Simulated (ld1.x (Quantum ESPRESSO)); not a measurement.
## Reading a pseudo-wave (S)

Columns: radius, all-electron u(r) and pseudo u(r) of the 3s shell (level -17.26 eV) of sulfur in the configuration [Ne] 3s2 3p4; PBE, scalar-relativistic, TM scheme, ld1.x (Quantum ESPRESSO) 7.5.

```json
{"r (bohr)": "0.093", "all-electron": "0.1307", "pseudo": "0.0393"}
{"r (bohr)": "0.186", "all-electron": "-0.2026", "pseudo": "0.0801"}
{"r (bohr)": "0.279", "all-electron": "-0.3878", "pseudo": "0.1238"}
{"r (bohr)": "0.372", "all-electron": "-0.3872", "pseudo": "0.1719"}
{"r (bohr)": "0.465", "all-electron": "-0.2662", "pseudo": "0.2260"}
{"r (bohr)": "0.558", "all-electron": "-0.0878", "pseudo": "0.2872"}
{"r (bohr)": "0.651", "all-electron": "0.1053", "pseudo": "0.3563"}
{"r (bohr)": "0.744", "all-electron": "0.2878", "pseudo": "0.4326"}
{"r (bohr)": "0.837", "all-electron": "0.4466", "pseudo": "0.5141"}
{"r (bohr)": "0.930", "all-electron": "0.5770", "pseudo": "0.5969"}
{"r (bohr)": "1.023", "all-electron": "0.6786", "pseudo": "0.6753"}
{"r (bohr)": "1.116", "all-electron": "0.7531", "pseudo": "0.7430"}
{"r (bohr)": "1.209", "all-electron": "0.8031", "pseudo": "0.7947"}
{"r (bohr)": "1.302", "all-electron": "0.8315", "pseudo": "0.8272"}
{"r (bohr)": "1.395", "all-electron": "0.8419", "pseudo": "0.8405"}
{"r (bohr)": "1.488", "all-electron": "0.8378", "pseudo": "0.8376"}
{"r (bohr)": "1.581", "all-electron": "0.8221", "pseudo": "0.8221"}
{"r (bohr)": "1.674", "all-electron": "0.7978", "pseudo": "0.7978"}
{"r (bohr)": "1.767", "all-electron": "0.7669", "pseudo": "0.7669"}
{"r (bohr)": "1.860", "all-electron": "0.7315", "pseudo": "0.7315"}
{"r (bohr)": "1.953", "all-electron": "0.6933", "pseudo": "0.6933"}
{"r (bohr)": "2.046", "all-electron": "0.6534", "pseudo": "0.6534"}
{"r (bohr)": "2.139", "all-electron": "0.6130", "pseudo": "0.6130"}
{"r (bohr)": "2.232", "all-electron": "0.5727", "pseudo": "0.5727"}
{"r (bohr)": "2.325", "all-electron": "0.5332", "pseudo": "0.5332"}
{"r (bohr)": "2.418", "all-electron": "0.4949", "pseudo": "0.4949"}
```

How many radial nodes do the two functions have?

The all-electron 3s function has n − l − 1 = 2; the pseudo-wave has 0, since the states of the same l below it are removed with the core.

At about which radius was the pseudo-wave matched?

1.66 bohr. The columns agree to 0.0005 from 1.49 bohr on; several derivatives are matched, so the curves merge somewhat inside the radius.

Where does each function peak?

Outermost all-electron maximum near 1.40 bohr, pseudo maximum near 1.40 bohr (to the table’s step).

Is the pseudo-wave norm-conserving?

Yes: the TM scheme keeps the norm inside the radius equal to the all-electron one, which fixes the energy derivative of the logarithmic derivative at the level.
